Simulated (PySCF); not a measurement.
## Radial density of La (lanthanum, neutral)

UHF, [Xe] 4f1 5d1 6s1, one real determinant (an excited configuration). All numbers are calculated (PySCF 2.14, a scalar-relativistic core potential, in def2-QZVPPD with the def2 core potential (46 electrons) (7s5p4d3f2g, 81 functions)). This is the valence pseudo-density: the core potential removes the inner electrons and smooths the orbitals near the nucleus.

| r (bohr) | 4πr²ρ (e/bohr) | 4πr²(ρα − ρβ) |
| --- | --- | --- |
| 0.0527 | 1.674e-05 | 0.0000 |
| 0.0887 | 4.276e-05 | 0.0000 |
| 0.149 | 0.0001099 | 0.0000 |
| 0.251 | 0.0005142 | 0.0000 |
| 0.422 | 0.007815 | 0.0001 |
| 0.710 | 0.3032 | 0.0062 |
| 1.19 | 4.746 | 0.0997 |
| 2.01 | 4.753 | 0.4280 |
| 3.38 | 0.9900 | 0.7295 |
| 5.68 | 0.3969 | 0.3962 |
| 9.56 | 0.008573 | 0.0086 |
| 16.1 | 1.285e-05 | 0.0000 |

⟨L²⟩ = 18.05 against 30 for a pure H term, so this real determinant mixes terms. Energies and moments cover only the electrons outside the core potential. Spin-orbit coupling, absent here, splits the open shell strongly. At UHF the highest occupied level has a positive energy, so only the finite basis holds that electron; for this excited configuration the basis is too tight for the outer shell.
